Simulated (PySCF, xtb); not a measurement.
BeHF, SMILES [BeH][F].

Harmonic wavenumbers (cm⁻¹) from GFN2-xTB (xtb) at its own minimum, in rising order: 383, 384, 1140, 2144.

### Question
What does PBE0-D3(BJ)/def2-TZVPD (PySCF) give at its own minimum? (The exact figures need the calculation; the answer reports its results.)

### Answer
558, 558, 1187, 2192. Paired by order, the mean absolute difference is 111 cm⁻¹ and the zero-point energies are 5.8 and 6.4 kcal/mol.
